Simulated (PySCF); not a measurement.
Molecule: SMILES [CH3][Ge]([NH2])([NH2])[NH2] (CH9GeN3). Atoms near the plane z = 0.0 Å, at the PBE0/def2-SVP optimised geometry (x, y, z in Å): C1 (1.5, -0.7, 0.0), Ge2 (-0.4, -0.7, 0.0), N3 (-0.9, 1.1, 0.0), H6 (1.9, -0.2, 0.9), H7 (1.9, -0.1, -0.9), H8 (1.9, -1.7, -0.1), H9 (-1.9, 1.2, 0.2), H10 (-0.4, 1.7, 0.6).

Computed with PBE0/def2-TZVP (PySCF 2.14.0). Cells within 0.4 Å of a nucleus heavier than hydrogen are left out (blank, or x). The values are rescaled to run from 0 to 1.

```
|0000000000000000000000000000000|
|0000000000000000000000000000000|
|0000000000000000000000000000000|
|0000000000000000000000000000000|
|0000000000000000000000000000000|
|0000000000012222100000000000000|
|0000012211124554310000000000000|
|0000245543346776410000000000000|
|0001578886667887510000000000000|
|0003789998767886410000000000000|
|00037899997xx775300000000000000|
|0003689999xxx464100000000000000|
|00014789886xx764100011111000000|
|0000134556788863101123332100000|
|0000000124677532224445543210000|
|0000000012431111257656664310000|
|0000000001213663168722565310000|
|0000000011127xx61696xxx55310000|
|0000000011127xx61696xxx55310000|
|000000001111377316873x786421000|
|0000000001111121267789999741000|
|0000000000111111245699999962000|
|0000000000011111112599999984000|
|0000000000001110001599999984000|
|0000000000000100000389999972000|
|0000000000000000000158999840000|
|0000000000000000000015776310000|
|0000000000000000000000121000000|
|0000000000000000000000000000000|
|0000000000000000000000000000000|
|0000000000000000000000000000000|
```
Scale: ten equal steps from 0.000 (start of '0') to 1.00 (end of '9'), in the order '0123456789'; x runs from -4.00 to 4.00, y from -4.00 (bottom) to 4.00 (top).

Question: Which quantity is mapped?
A. an orbital amplitude
B. electron localisation function
C. electrostatic potential
D. deformation density (molecule minus spherical neutral atoms)

Answer: B, electron localisation function
